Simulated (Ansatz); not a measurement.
`[CH3][W]([NH2])(=[S])=[S]` at its PBE0-D4/def2-TZVP geometry, where that method's forces vanish. The species carries charge 0 and has multiplicity 1. W: def2 effective core potential.

```xyz
10

C    -0.3707   -0.1292    1.4982
W     0.4051   -0.4997   -0.4244
N    -0.1081    0.9934   -1.5141
S     2.5121   -0.6245   -0.1753
S    -0.5024   -2.3111   -1.0664
H    -0.1113   -0.9492    2.1721
H     0.0491    0.7993    1.8951
H    -1.4599   -0.0449    1.4488
H    -0.9128    0.9882   -2.1254
H     0.4988    1.7776   -1.7086
```

(1) What forces (eV/Å) does B3LYP-D4/def2-TZVPP give on these atoms in Ansatz? (Estimate.)

## Answers

(1) The calculation gave: 
```
C1  -0.108  0.047  0.276
W2  -0.044  0.060  0.033
N3  -0.077  0.234 -0.183
S4   0.439 -0.025  0.050
S5  -0.189 -0.376 -0.136
H6  -0.026  0.059 -0.023
H7  -0.036 -0.054 -0.007
H8   0.061  0.000  0.022
H9   0.009  0.037 -0.011
H10 -0.029  0.016 -0.022
```

B3LYP here is the variant with VWN-RPA as its local correlation; programs differ in this.
